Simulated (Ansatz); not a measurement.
Ansatz (an electronic-structure program) input:

Ansatz 0.2 input:
```yaml
crystal:
  periodic: [false, false, false]
  atoms:
    - {symbol: Ge, position_ang: [-0.00240866, -0.00173413, 1.02787132]}
    - {symbol: Br, position_ang: [1.02520451, -1.51961699, -0.47004929]}
    - {symbol: Br, position_ang: [-1.02300231, 1.52120248, -0.46971877]}
basis:
  gaussian:
    orbitals: def2-TZVP
hamiltonian:
  xc: b3lyp
  dispersion: d3bj
phonons: {temperatures: {t_min: 298.15, t_max: 298.15, t_step: 100}}
```

What final total energy does it print?

-7225.51829 Eh (B3LYP-D3(BJ)/def2-TZVP). The basis has 144 functions. The run takes roughly 40 core-seconds.
